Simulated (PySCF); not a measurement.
Ga(Me)2(NCO) (C3H6GaNO), SMILES C(=[N][Ga]([CH3])[CH3])=O.

Coordinates come from a PBE0-D3(BJ)/def2-SVP optimisation. Other conformers were not sampled.

All values below come from PBE/def2-TZVP in PySCF.

**Question.** Estimate the frontier levels, gap, dipole moment and polarisability. (Estimate from the structure and the level; the computed values follow.)

**Answer.** 
```
Item                                                                                                            Value
---------------------------------------------------------------------------------------------  ----------------------
highest occupied level                                                                                       -6.34 eV
lowest empty level                                                                                           -1.86 eV
orbital gap                                                                                                   4.49 eV
dipole moment                                                                                                  3.79 D
quadrupole, principal values (traceless, Buckingham form, about the centre of nuclear charge)  -12.19, 4.10, 8.09 D·Å
mean static polarisability                                                                      74.9 bohr³ (11.10 Å³)
polarisability, principal values                                                               50.7, 74.5, 99.4 bohr³
```
